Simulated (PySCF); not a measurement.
Working out the ionisation energy of Se

Se [Ar] 3d10 4s2 4p4 (3P) → Se⁺ [Ar] 3d10 4s2 4p3 (4S). Calculation: PySCF 2.14, in Sapporo-DKH3-DZP-2012 (6s5p3d1f, 43 functions); the spin-free X2C one-electron Hamiltonian (Gaussian nucleus). Frozen: [Ar] 3d10. Energies in hartree (1 hartree = 27.21139 eV):

| part | Se (lower) | Se⁺ (upper) |
| --- | --- | --- |
| UHF | -2428.010329 | -2427.698462 |
| CCSD correlation | -0.090932 | -0.073173 |
| (T) | -0.001311 | -0.000830 |

Question: What does Hartree-Fock give?

Answer: (-2427.698462) − (-2428.010329) = 0.311867 hartree = 8.486 eV.

Question: What do CCSD and CCSD(T) give?

Answer: The CCSD correlation energies differ by 0.017759 hartree = 0.483 eV and the triples by 0.000481 hartree = 0.013 eV, so CCSD gives 8.969 eV and CCSD(T) 8.982 eV.

Measured between the centres of the two terms (NIST): 9.635 eV, so CCSD(T) (valence) is off by -0.653 eV.

A double-zeta basis recovers only part of the correlation energy.

What remains against the reference includes basis incompleteness, the frozen core and higher excitations.
